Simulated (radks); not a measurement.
Ionisation of the fluorine ion F3+, [He] 2s2 2p2, to [He] 2s2 2p1 as the strength of local exchange is varied. All-electron calculation, non-relativistic Kohn-Sham, Slater X-alpha exchange (alpha = 2/3 is LDA exchange), no correlation, spin-polarised, spherical densities, point nucleus; open shells are filled with parallel spins first. Program: a radial shooting solver on a logarithmic mesh with Libxc functionals.

alpha,E(F3+) (hartree),exchange (hartree),IE (eV),-e of the level emptied (eV),<r> of it (bohr)
0.578,-93.41101,-6.40598,83.525,70.909 (2p),0.8324
0.585,-93.48861,-6.48730,83.748,71.129 (2p),0.8314
0.665,-94.37869,-7.42304,86.319,73.671 (2p),0.8205
0.667,-94.40101,-7.44659,86.383,73.736 (2p),0.8203
0.691,-94.66922,-7.72967,87.163,74.508 (2p),0.8171
0.969,-97.81426,-11.08530,96.454,83.747 (2p),0.7819

NIST Atomic Spectra Database: 87.18 eV (semi-empirical). The Delta-SCF value meets it near alpha = 0.69. Open shells are spherical and high-spin; term and fine-structure splittings are not resolved.
